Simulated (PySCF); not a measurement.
**Lead: a sound run and one with changed settings**

Sound run: Pb²⁺ [Xe] 4f14 5d10 6s2, Pb³⁺ [Xe] 4f14 5d10 6s1. Calculation: PySCF 2.14, in cc-pVDZ-PP with ECP60MDF; a scalar-relativistic core potential. The sound run starts from symmetry-adapted Hartree-Fock orbitals and uses a fine grid where one is needed.

Changed run: radial step 1.2 in ln r (0.13 in the sound run). This setting is unsound on purpose.

| species | method | sound run (hartree) | changed run (hartree) | converged |
| --- | --- | --- | --- | --- |
| Pb²⁺ | UHF | -191.10672 | -191.10672 | yes |
| Pb²⁺ | PBE0 | -192.07059 | -191.31858 | yes |
| Pb²⁺ | TPSS | -192.01759 | -191.14176 | yes |
| Pb³⁺ | UHF | -190.01277 | -190.01277 | yes |
| Pb³⁺ | PBE0 | -190.90427 | -190.29941 | yes |
| Pb³⁺ | TPSS | -190.84842 | -190.17490 | yes |

Ionisation energy of Pb²⁺:

| method | sound run (eV) | changed run (eV) |
| --- | --- | --- |
| UHF | 29.768 | 29.768 |
| PBE0 | 31.737 | 27.733 |
| TPSS | 31.815 | 26.310 |

A coarse radial grid mis-integrates the density and the exchange-correlation energy, with errors of either sign; Hartree-Fock needs no grid.

For comparison, NIST gives 31.937 eV between the lowest levels.
